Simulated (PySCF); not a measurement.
C4H8Si2, SMILES [SiH3]C1=CC=C[SiH2]1. Atoms are numbered in the order given.

```xyz
14

Si     0.0223    -2.3274     0.0000
C      0.1357    -0.4728     0.0000
C      1.3124     0.2200     0.0000
C      1.2576     1.6977     0.0000
C      0.0258     2.2651     0.0000
Si    -1.2048     0.8510     0.0000
H     -0.7189    -2.8194     1.2033
H     -0.7189    -2.8194    -1.2033
H      1.3949    -2.9215     0.0000
H      2.2954    -0.2729     0.0000
H      2.1920     2.2736     0.0000
H     -0.1174     3.3488     0.0000
H     -2.0806     0.8098    -1.2113
H     -2.0806     0.8098     1.2113
```

The structure is a stationary point at r2SCAN-D4/def2-SVP. This is a generated structure with no PubChem entry under its InChIKey; it may be hypothetical.

Two levels are set side by side: PBE/pcSseg-1 (PySCF) and B3LYP/pcSseg-1 (PySCF). GIAO shifts against TMS (²⁹Si), TMS (¹H), TMS (¹³C) at the same level; non-relativistic, no solvent, atoms listed together averaged. Differences are taken from unrounded values.

| quantity | B3LYP |
|---|---|
| δ(²⁹Si) of Si1 (ppm) | -71.2 |
| δ(¹³C) of C2 (ppm) | 141.3 |
| δ(¹³C) of C3 (ppm) | 173.3 |
| δ(¹³C) of C4 (ppm) | 161.9 |
| δ(¹³C) of C5 (ppm) | 144.8 |
| δ(²⁹Si) of Si6 (ppm) | -37.2 |
| δ(¹H) of H10 (ppm) | 7.82 |
| δ(¹H) of H11 (ppm) | 7.49 |
| δ(¹H) of H12 (ppm) | 6.88 |
| δ(¹H) of H13, H14 (ppm) | 4.90 |

Task: What does PBE give, and how far is it from B3LYP? (An estimate is asked for; the answer gives what the named calculation found.)

Result: 
```json
[
 {"quantity": "δ(²⁹Si) of Si1 (ppm)", "PBE": "-72.8", "PBE minus B3LYP": "-1.6"},
 {"quantity": "δ(¹³C) of C2 (ppm)", "PBE": "138.6", "PBE minus B3LYP": "-2.7"},
 {"quantity": "δ(¹³C) of C3 (ppm)", "PBE": "170.7", "PBE minus B3LYP": "-2.7"},
 {"quantity": "δ(¹³C) of C4 (ppm)", "PBE": "159.8", "PBE minus B3LYP": "-2.1"},
 {"quantity": "δ(¹³C) of C5 (ppm)", "PBE": "142.9", "PBE minus B3LYP": "-2.0"},
 {"quantity": "δ(²⁹Si) of Si6 (ppm)", "PBE": "-36.9", "PBE minus B3LYP": "0.3"},
 {"quantity": "δ(¹H) of H10 (ppm)", "PBE": "7.92", "PBE minus B3LYP": "0.10"},
 {"quantity": "δ(¹H) of H11 (ppm)", "PBE": "7.61", "PBE minus B3LYP": "0.12"},
 {"quantity": "δ(¹H) of H12 (ppm)", "PBE": "6.98", "PBE minus B3LYP": "0.10"},
 {"quantity": "δ(¹H) of H13, H14 (ppm)", "PBE": "5.12", "PBE minus B3LYP": "0.22"}
]
```

Rough cost on one machine, each run with all the roots and properties that it gave: B3LYP against PBE within a factor of 2.
